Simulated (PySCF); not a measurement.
**How the method changes the constants of HgC**

State: ³Σ⁻ (triplet), unpaired electrons π ↑↑. Set-up: basis Hg def2-SVPD with ECP60, C def2-SVPD; scalar-relativistic core potentials; PySCF 2.14. De refers to Hg + C in their high-spin ground configurations, without counterpoise correction. The functionals are run spin-unrestricted. A positive dipole means Hg(−)C(+). Levels whose curve was spin-contaminated or gave no clean fit are not listed.

```
       Level  Re (Å)  ωe (cm⁻¹)  De (eV)  μ (D)
    ROHF-MP2   2.200        286    0.428    n/a
ROHF-SCS-MP2   2.285        221    0.274    n/a
         LDA   2.066        467     1.43  -2.41
         PBE   2.139        401     0.99  -2.55
      r²SCAN   2.156        386     0.89  -2.51
        PBE0   2.179        362     0.73  -2.60
        MN15   2.203        307     0.60  -2.10
   BHandHLYP   2.321        246    0.311  -2.19
   CAM-B3LYP   2.225        309    0.483  -2.39
```

The bond length runs from 2.066 Å (LDA) to 2.321 Å (BHandHLYP). De spans 0.27 eV (ROHF-SCS-MP2, perturbation theory) to 1.43 eV (LDA, local density).

Correlated steps freeze 1 core orbital. Correlated levels converge slowly with the basis: in double zeta they bind strong bonds too weakly, by up to about 1 eV, and carry superposition errors of some tenths. These are scalar-relativistic numbers at best; spin–orbit coupling would shift them, the dissociation energy most. The state is the lowest determinant that a PBE0 search found; another state may lie lower at other levels.
